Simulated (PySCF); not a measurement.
**C8H9O: g tensor and hyperfine couplings**

Species: C8H9O (doublet state).
Atom-mapped SMILES: `[CH:1]#[C:2][C@H:3]([CH:4][C:5]([CH3:6])=[O:7])[CH:8]=[CH2:9]` (hydrogens: H10 on C1; H11 on C3; H12 on C4; H13, H14, H15 on C6; H16 on C8; H17, H18 on C9)

Geometry (GFN2-xTB, Å), atoms numbered from 1 in this order:
```xyz
18
C8H9O angstrom
C     -2.646   -2.163   -0.564
C     -1.886   -1.244   -0.464
C     -0.958   -0.146   -0.298
C      0.379   -0.576    0.178
C      1.545    0.162   -0.180
C      2.846   -0.335    0.416
O      1.504    1.141   -0.924
C     -1.410    0.793    0.813
C     -1.152    2.088    0.802
H     -3.314   -2.963   -0.681
H     -0.849    0.421   -1.229
H      0.446   -1.399    0.873
H      2.973   -1.396    0.215
H      3.678    0.220   -0.008
H      2.833   -0.190    1.494
H     -1.922    0.312    1.635
H     -1.475    2.735    1.601
H     -0.602    2.546   -0.003
```

The hyperfine couplings belong to this conformer and change with its torsions.

Theory: UKS B3LYP, pcH-1 on C H O, non-relativistic, mean-field spin-orbit, GIAO in PySCF. Isolated species at its GFN2-xTB geometry (one conformer only). Couplings are sensitive to structure, and on GFN2-xTB geometries they can be far from those on DFT ones. Stability of the SCF solution: not tested.

```
g1, g2, g3                      : 2.00215, 2.00387, 2.00686
g_iso                           : 2.00430
Form of g                       : rhombic: the two nearest values differ by 36 % of g3 − g1
⟨S²⟩                            : 0.7617 (exact 0.7500)
HOMO–LUMO gap, α and β orbitals : 6.15, 3.48 eV
Total energy                    : -385.37813 Eh
```

Isotropic coupling and dipolar principal values T1 to T3, in MHz:

| atom | isotope | a_iso | T1 | T2 | T3 | Mulliken spin population |
| --- | --- | --- | --- | --- | --- | --- |
| C1 | 13C | 0.8 | -1.1 | 0.2 | 0.8 | 0.00 |
| C2 | 13C | 15.2 | -1.4 | -1.1 | 2.6 | 0.01 |
| C3 | 13C | -18.9 | -2.7 | 0.1 | 2.5 | -0.05 |
| C4 | 13C | 65.4 | -63.9 | -63.0 | 126.9 | 0.81 |
| C5 | 13C | -34.3 | -8.2 | 1.2 | 7.1 | -0.09 |
| C6 | 13C | -2.8 | -1.3 | 0.4 | 0.8 | 0.00 |
| O7 | 17O | -17.3 | -80.5 | 39.9 | 40.6 | 0.26 |
| C8 | 13C | 49.8 | -10.5 | -1.7 | 12.2 | -0.02 |
| C9 | 13C | 7.0 | -8.3 | -7.3 | 15.5 | 0.10 |
| H10 | 1H | 0.3 | -0.7 | -0.6 | 1.3 | 0.00 |
| H11 | 1H | 16.9 | -4.0 | -3.0 | 7.0 | 0.01 |
| H12 | 1H | -50.6 | -30.3 | -1.5 | 31.8 | -0.03 |
| H13 | 1H | 4.6 | -3.1 | -1.9 | 5.0 | 0.00 |
| H14 | 1H | -1.8 | -1.9 | -1.1 | 3.1 | 0.00 |
| H15 | 1H | 3.7 | -2.8 | -1.7 | 4.5 | 0.00 |
| H16 | 1H | 2.0 | -3.7 | -1.2 | 4.9 | 0.00 |
| H17 | 1H | -0.3 | -4.6 | -1.3 | 5.9 | 0.00 |
| H18 | 1H | -3.9 | -4.1 | 0.9 | 3.2 | 0.00 |

The Mulliken spin populations are largest on C4 (+0.81), O7 (+0.26), C9 (+0.10) and C5 (-0.09). The positive populations add up to 1.20 and the negative ones to -0.20, together 2S = 1. The angles at C4 add up to 359.8°, so it is planar; its axial dipolar tensor and the negative coupling of its proton fit spin in a p orbital normal to that plane.

Axes: g1 points within 9° of the C9–H17 bond and g3 points within 12° of the C5–O7 bond.

Under fast tumbling the dipolar parts average out, and these isotropic splittings remain: 1 × 1H (H12, I = 1/2, 2 lines) with 1.80 mT, 1 × 1H (H11, I = 1/2, 2 lines) with 0.60 mT, 1 × 1H (H18, I = 1/2, 2 lines) with 0.14 mT, 3 × 1H (H13/H14/H15, I = 1/2, 4 lines) with 0.08 mT and 1 × 1H (H16, I = 1/2, 2 lines) with 0.07 mT.

Class means assume fast exchange of nuclei equivalent by connectivity; if that motion is slow, each nucleus keeps its own coupling. The three 1H nuclei of mean +2.2 MHz run from -1.8 to 4.6 MHz in the frozen geometry.

The 13C coupling of C4 (65.4 MHz) shows only in satellite lines or after enrichment, since that isotope makes up about 1.07 % of natural carbon.

The 17O coupling of O7 (-17.3 MHz) shows only in satellite lines or after enrichment, since that isotope makes up about 0.038 % of natural oxygen.

Time: 1.8 min (with the writing of density and orbital grids); peak memory 1.1 GiB. Hardware: one thread, Arm Neoverse V1 (aarch64), shared host.
